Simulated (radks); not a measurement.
All-electron atom: the cerium ion Ce+ in [Xe] 4f1 5d2. Method: Dirac Kohn-Sham, PBE, spin-unpolarised, spherical densities, point nucleus; open shells are shared between the two j in proportion to 2j + 1; computed with a radial shooting solver on a logarithmic mesh with Libxc functionals.

Unscreened Slater integrals over Kohn-Sham orbitals (hartree). Large and small components are both included.

integral,value
"F0(5d5/2,5d5/2)",0.31663
"F2(5d5/2,5d5/2)",0.16070
"F4(5d5/2,5d5/2)",0.10467
"F0(5d5/2,5d3/2)",0.31971
"F2(5d5/2,5d3/2)",0.16229
"G2(5d5/2,5d3/2)",0.16224
"G4(5d5/2,5d3/2)",0.10571
"F0(5d5/2,4f7/2)",0.40633
"F2(5d5/2,4f7/2)",0.10904
"F4(5d5/2,4f7/2)",0.055536
"G1(5d5/2,4f7/2)",0.064421
"G3(5d5/2,4f7/2)",0.047714
"G5(5d5/2,4f7/2)",0.035336
"F0(5d5/2,4f5/2)",0.40693
"F2(5d5/2,4f5/2)",0.10811
"F4(5d5/2,4f5/2)",0.054832
"G1(5d5/2,4f5/2)",0.062777
"G3(5d5/2,4f5/2)",0.046752
"G5(5d5/2,4f5/2)",0.034682
"F0(5d3/2,5d3/2)",0.32288
"F2(5d3/2,5d3/2)",0.16401
"F0(5d3/2,4f7/2)",0.41327
"F2(5d3/2,4f7/2)",0.11287
"G3(5d3/2,4f7/2)",0.050031
"G5(5d3/2,4f7/2)",0.037009
"F0(5d3/2,4f5/2)",0.41390
"F2(5d3/2,4f5/2)",0.11193
"G1(5d3/2,4f5/2)",0.066184
"G3(5d3/2,4f5/2)",0.049075
"F0(4f7/2,4f7/2)",0.84084
"F2(4f7/2,4f7/2)",0.38693
"F4(4f7/2,4f7/2)",0.24033
"F6(4f7/2,4f7/2)",0.17223
"F0(4f7/2,4f5/2)",0.84535
"F2(4f7/2,4f5/2)",0.38924
"F4(4f7/2,4f5/2)",0.24182
"G2(4f7/2,4f5/2)",0.38870
"G4(4f7/2,4f5/2)",0.24150
"G6(4f7/2,4f5/2)",0.17308
"F0(4f5/2,4f5/2)",0.84992
"F2(4f5/2,4f5/2)",0.39161
"F4(4f5/2,4f5/2)",0.24333
